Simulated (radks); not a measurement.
The numbers below are computed, except where a source is named.
Charge is removed step by step from the 2p3/2 level of the iron ion Fe+, starting from [He] 2s2 2p(1/2: 2, 3/2: 4) 3s2 3p6 3d6 4s1. Level of theory: Dirac Kohn-Sham, PBE, spin-unpolarised, spherical densities, finite nucleus; open shells fill j = l - 1/2 first; Fermi nuclear charge, rms radius 3.7377 fm (a radial shooting solver on a logarithmic mesh with Libxc functionals).

removed (e)  E - E(0) (eV)  eigenvalue (eV)  E minus straight line (eV)
0                    0.000          -702.43                       0.000
0.1                 70.523          -708.04                      -2.603
0.2                 141.61          -713.70                      -4.642
0.3                 213.27          -719.43                      -6.112
0.4                 285.50          -725.21                      -7.006
0.5                 358.31          -731.04                      -7.320
0.6                 431.71          -736.92                      -7.048
0.7                 505.69          -742.86                      -6.185
0.8                 580.28          -748.84                      -4.726
0.9                 655.46          -754.88                      -2.666
1                   731.26          -760.96                       0.000

Removing the whole electron costs 731.26 eV by Delta-SCF, against 702.43 eV from minus the eigenvalue at the starting occupation. Slater's transition state (half an electron removed) gives 731.04 eV. Integrating minus the eigenvalue over the occupation (Janak's theorem) gives 731.26 eV. The mean slope of the eigenvalue, de/dn, is 58.5 eV per electron.
